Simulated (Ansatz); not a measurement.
C₂H₇MgN, SMILES `C[CH2][Mg][NH2]`, 11 atoms. Total charge 0; spin multiplicity 1. Correlated methods include outer-core shells of Mg, which these sets cover unevenly. All runs use 4 threads of an Arm Neoverse V2 on a shared host. Correlated methods freeze the cores.

(1) Give the basis size and wall time and peak host memory of each of these runs in Ansatz. RKS ωB97M-V/def2-SVP energy; RHF-CCSD(T)/def2-TZVPP energy; RKS ωB97M-V/def2-QZVPP energy; RKS PBE0-D4/def2-SVP energy; RKS PBE0-D4/def2-TZVP relaxation (5 steps); RKS r2SCANh-D4/def2-TZVPP energy; direct RPA on PBE orbitals/def2-TZVPP energy; RKS PBE0-D4/def2-QZVPP energy; RKS revPBE-D4/def2-TZVPP energy; RKS PBE0-D4/def2-TZVPP energy; RKS PBE0-D4/def2-TZVP frequencies; RHF-MP2/def2-QZVPP energy. (An estimate is asked.)

Answers

(1) Ansatz gave: Other jobs shared the machine, so times are rough.

```tsv
level	job	functions	wall time	peak host memory (GiB)
RKS PBE0-D4/def2-SVP	energy	95	0.75 s	0.4
RKS revPBE-D4/def2-TZVPP	energy	223	1.4 s	0.24
RKS PBE0-D4/def2-TZVPP	energy	223	1.9 s	0.42
RKS r2SCANh-D4/def2-TZVPP	energy	223	3.3 s	0.45
RKS ωB97M-V/def2-SVP	energy	95	3.4 s	0.4
direct RPA on PBE orbitals/def2-TZVPP	energy	223	5 s	0.48
RKS PBE0-D4/def2-QZVPP	energy	444	5.5 s	1.2
RKS PBE0-D4/def2-TZVP	relaxation (5 steps)	167	12 s	0.35
RKS ωB97M-V/def2-QZVPP	energy	444	14 s	1.5
RHF-MP2/def2-QZVPP	energy	444	15 s	2.2
RKS PBE0-D4/def2-TZVP	frequencies	167	91 s	0.4
RHF-CCSD(T)/def2-TZVPP	energy	223	100 s	4
```
